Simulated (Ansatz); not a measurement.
```csv
atom,x (Å),y (Å),z (Å)
Cl,0.0088,-0.0037,-2.2733
Cd,0.0091,-0.0018,0.0037
Cl,-0.0081,-0.0054,2.2786
```

Basis set: STO-3G (spherical functions). Frozen core: 24 orbitals. Charge 0, multiplicity 1.

Computed with Ansatz (development build ahead of 0.2.0); each method stands on the lowest determinant of its kind that the runs found. Restricted open shells among the atoms or ions are ROHF, correlated in semicanonical orbitals with singles.

The atomization energy at this shape (free ground-state atoms in the same class of orbitals less the molecule, no zero-point energy) of singlet CdCl2:

| method | atomization energy |
| --- | --- |
| RHF | 9.30 eV |

Question: What does RHF-MP2 give?

Answer: 9.24 eV.

This basis has no polarisation functions and is too small for such energies, which can lie far from measured ones in either direction.
